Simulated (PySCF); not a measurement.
Spin-orbit coupling and the fourth ionisation energy along the 4d series

Two-component X2C-1e calculated with PySCF 2.14: MP2 on generalised Hartree-Fock spinors (GMP2), with spin-orbit coupling off and on (screened by Boettger's factors); no Breit or QED terms. Values in eV; the references (NIST) lie between the lowest levels. Elements whose determinants are no pure J levels are left out.

```
                               element       configurations  spin-free  with spin-orbit   shift     reference
Zr (x2c-QZVPPall-2c, [Ar] 3d10 frozen)      [Kr] 4d1 → [Kr]     34.038           34.145   0.107        34.418
Rh (x2c-QZVPPall-2c, [Ar] 3d10 frozen)  [Kr] 4d6 → [Kr] 4d5     44.149           44.330   0.181  42 ± 1.7 (t)
Pd (x2c-QZVPPall-2c, [Ar] 3d10 frozen)  [Kr] 4d7 → [Kr] 4d6     47.573           47.651   0.078  46 ± 1.7 (t)
Cd (x2c-QZVPPall-2c, [Ar] 3d10 frozen)  [Kr] 4d9 → [Kr] 4d8     52.736           52.513  -0.223  51 ± 1.7 (t)
```

Question: Estimate the missing row, Ag (x2c-QZVPPall-2c, [Ar] 3d10 frozen).

Answer: The calculation gives spin-free 50.148; with spin-orbit 50.054; shift -0.094. The reference value is 49 ± 1.7 (t).

The largest shift is at Cd, -0.223 eV, where spin-orbit coupling lowers the species with fewer electrons by more than the one with more (starting occupations 4d3/2^4 4d5/2^5 and 4d3/2^4 4d5/2^4).

What remains against the references is mostly the basis and correlation beyond MP2. References marked (s) are semi-empirical, (t) theoretical.
